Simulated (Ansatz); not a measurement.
CH7BSSi can be A, `CBS[SiH3]`, or B, `B[SiH2]CS`.

Computed with Ansatz on PBE0-D4/def2-TZVP structures; ΔE is electronic, products minus reactants. CCSD(T)/CBS is the MP2 limit (def2-TZVPP, def2-QZVPP) plus CCSD(T) − MP2 in def2-TZVPP, frozen cores. Functionals use def2-TZVPP. B3LYP here is the variant with VWN-RPA as its local correlation; programs differ in this. Each species was taken in one conformer, which may not be the lowest.

Problem. Which isomer does CCSD(T)/CBS put lower? Give the gap. (Best estimate.)

Solution. Computed: A, by 242.1 kJ/mol.

Problem. Give E(B) − E(A) in kJ/mol with CCSD(T)/def2-TZVPP, B2PLYP, PBE0-D4, B3LYP, LDA (SPW92), CCSD(T)/def2-SVP, CCSD/def2-TZVPP. (An estimate is asked.)

Solution. Computed: CCSD(T)/def2-TZVPP 241.5, B2PLYP 246.3, PBE0-D4 245.2, B3LYP 242.5, LDA (SPW92) 251.9, CCSD(T)/def2-SVP 253.8, CCSD/def2-TZVPP 238.7. None reverses the order clearly.

Problem. Does the order hold for the free energy at 298.15 K (harmonic terms from PBE0-D4)? (Estimate.)

Solution. Ansatz gave: Yes: G(B) − G(A) = +231.8 kJ/mol, for one conformer each. Modes under 60 cm⁻¹, often nearly free rotors, make the harmonic entropy too high.

Largest T1 diagnostic: 0.013.

Leaving LDA and LC-ωPBE aside and taking each functional with its dispersion term where it has one, the values, not all of them listed here, spread over 14.5 kJ/mol, from ωB97X-V to B97M-V. LDA lies +7.8 kJ/mol from PBE without D4. At CCSD(T), def2-SVP lies +11.7 kJ/mol from the extrapolated value and def2-TZVPP −0.6 kJ/mol.
